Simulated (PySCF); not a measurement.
W(O)(NH)(Me)(SH) (CH₅NOSW), SMILES [SH][W](=[O])(=[NH])[CH3], multiplicity 1. Geometry: B3LYP-D3(BJ)/def2-SVP. The spin state was assumed, not searched. The structure was generated by enumeration; whether it is a known compound was not checked. The def2 effective core potentials stand for the cores of W; spin–orbit coupling is left out. The values are those of a single conformer.

Computed equilibrium geometry at B3LYP-D3(BJ)/def2-SVP (PySCF confirms it by a frequency run) as Cartesian coordinates in Å (one conformer of several):
```xyz
10

W      0.1814     0.0655    -0.0613
O      1.4688     0.3961     1.0240
N      0.7150    -0.7275    -1.5419
H      1.4984    -1.1207    -2.0622
C     -0.5238     1.9633    -0.7049
H      0.2772     2.5503    -1.1816
H     -0.8981     2.5263     0.1680
H     -1.3408     1.8296    -1.4331
S     -1.5694    -1.2380     0.8612
H     -1.4616    -0.6805     2.0944
```
